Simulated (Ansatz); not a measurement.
Frontier orbitals of CH4ClFOSi (`FCO[SiH2]Cl`).

```xyz
9

F    -0.777   -1.714    0.610
C    -0.280   -0.585    1.216
O     0.683   -0.002    0.426
Si    0.490    0.545   -1.111
Cl   -1.149    1.778   -1.206
H     0.186   -0.887    2.157
H    -1.124    0.091    1.382
H     1.703    1.328   -1.404
H     0.268   -0.554   -2.070
```

Total charge 0; spin multiplicity 1. Geometry: relaxed with PBE0-D4/def2-TZVP. It is one conformer, not always the lowest. Basis def2-TZVPP, Ansatz.

| functional | HOMO (eV) | LUMO (eV) | gap (eV) |
| --- | --- | --- | --- |
| PBE | -7.59 | -0.53 | 7.06 |
| revPBE | -7.53 | -0.41 | 7.12 |
| PBE0 | -9.03 | 0.37 | 9.40 |
| r2SCAN0 | -9.27 | 0.64 | 9.91 |
| HSE06 (plane-wave form) | -8.63 | -0.01 | 8.62 |
| CAM-B3LYP | -10.43 | 1.38 | 11.81 |
| LC-ωPBE | -11.82 | 2.59 | 14.41 |
| ωB97M-V | -11.28 | 2.13 | 13.41 |

A quarter of exact exchange (PBE0) shifts PBE's HOMO by −1.45 eV and its LUMO by +0.90 eV; full exchange at long range (ωB97M-V) shifts them by −3.70 and +2.67 eV. The gap opens from 7.05 to 13.42 eV, since occupied levels lose self-interaction and empty ones feel all the electrons. A positive LUMO is unbound and depends on the basis.

LC-ωPBE has ω = 0.4 bohr⁻¹.
